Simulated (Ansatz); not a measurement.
`[NH2][GaH][O][SiH3]` + H–F → `[F][GaH][O][SiH3]` + NH₃ at 400 K and 1 bar (ligand exchange at a Ga–N bond).

Program: Ansatz. Geometries: PBE0-D4/def2-TZVP. ΔE: electronic, gas phase. CCSD(T)/CBS is the MP2 limit (def2-TZVPP, def2-QZVPP) plus CCSD(T) − MP2 in def2-TZVPP, frozen cores. This one scheme is used for every species. For Ga outer-core shells are correlated without core-valence functions, which leaves a few kJ/mol of doubt a bond. Scalar relativity is left out up to krypton. Each species was taken in one conformer, which may not be the lowest.

| species | CCSD(T)/CBS energy (Eh) | H − E (kJ/mol) | S (J/(mol·K)) |
| --- | --- | --- | --- |
| `[NH2][GaH][O][SiH3]` | -2346.59363 | 197.5 | 411.4 |
| H–F | -100.39570 | 36.5 | 182.2 |
| `[F][GaH][O][SiH3]` | -2390.49581 | 131.9 | 390.8 |
| NH₃ | -56.50880 | 104.2 | 203.1 |

H − E and S are ideal-gas, rigid-rotor, harmonic terms from PBE0-D4/def2-TZVP, for one conformer and one mirror image of each species. 1 Eh = 2625.50 kJ/mol, R = 8.31446 J/(mol·K).

By hand: ΔE, ΔH, ΔS and ΔG.

ΔE = (-2390.49581) + (-56.50880) − (-2346.59363) − (-100.39570) = -0.01528 Eh = -40.1 kJ/mol. Δ(H − E) = 131.9 + 104.2 − 197.5 − 36.5 = 2.1, so ΔH = -38.0 kJ/mol. ΔS = 390.8 + 203.1 − 411.4 − 182.2 = 0.3 J/(mol·K). ΔG = -38.0 − 400 × (0.3)/1000 = -38.1 kJ/mol.

By hand: the equilibrium constant, and the temperature at which ΔG would vanish if ΔH and ΔS stayed fixed.

log₁₀ K = −ΔG/(RT ln 10) = 5.0. ΔH and −TΔS have one sign here, so there is no such temperature. One of them is within its doubt of zero, so this could turn.

The number of gas molecules stays the same, so ΔS is small and ΔH decides. A doubt of 5 kJ/mol in ΔE shifts log₁₀ K by 0.7 here. Other conformers and mirror images would add mixing entropy, several J/(mol·K) or more a flexible species. Modes under 60 cm⁻¹, often nearly free rotors, make the harmonic entropy too high. These are equilibria of isolated gas molecules and say nothing of rates. Largest T1 diagnostic: 0.014 (customary marks: 0.02 for closed shells, 0.045 for open ones).
